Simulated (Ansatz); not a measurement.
The same path of CH6AlGaOSi (11 atoms, charge 0, multiplicity 1) was run twice with different band settings.

The calculation used RKS revPBE/def2-SVP in Ansatz 0.2.0.

Relaxed end points:

```xyz
11
Properties=species:S:1:pos:R:3
C -0.615 1.189 1.835
Si 0.868 0.421 0.911
Al 0.189 -0.736 -1.183
O 0.946 -1.586 -2.510
Ga -0.907 -1.734 -3.063
H -1.354 0.412 2.116
H -0.268 1.689 2.762
H -1.129 1.944 1.206
H 1.571 -0.583 1.797
H 1.876 1.490 0.560
H -1.178 -2.507 -4.431
```

```xyz
11
Properties=species:S:1:pos:R:3
C -0.581 1.104 1.677
Si 1.329 0.815 1.334
Al 0.514 -0.504 -0.744
O 1.131 -1.408 -2.111
Ga -0.750 -1.564 -2.466
H -1.353 0.688 0.995
H -0.785 0.707 2.695
H -0.733 2.204 1.721
H 1.212 -0.768 0.923
H 1.274 1.091 -0.281
H -1.258 -2.365 -3.743
```

Common settings: movable images 5; climbing image yes; optimiser quadratic models (default); start path through a guess of the saddle point; force threshold 0.05 eV/Å; iteration limit 60; end points relaxed.

| run | spring |
| --- | --- |
| 1 | 5.0 eV/Å² |
| 2 | 2.0 to 10.0 eV/Å², energy-weighted |

(1) What does each run give, and how far can it be trusted?

Answers

(1) Run 1: converged after 19 iterations, highest image 1.290 eV above the first end. A vibrational analysis at the climbing image gives 2 clearly imaginary modes (654i, 64i cm⁻¹): a point of higher order, so a lower path passes nearby.
Run 2: converged after 23 iterations, highest image 1.278 eV above the first end. The order of the stationary point at the top wasn't checked.
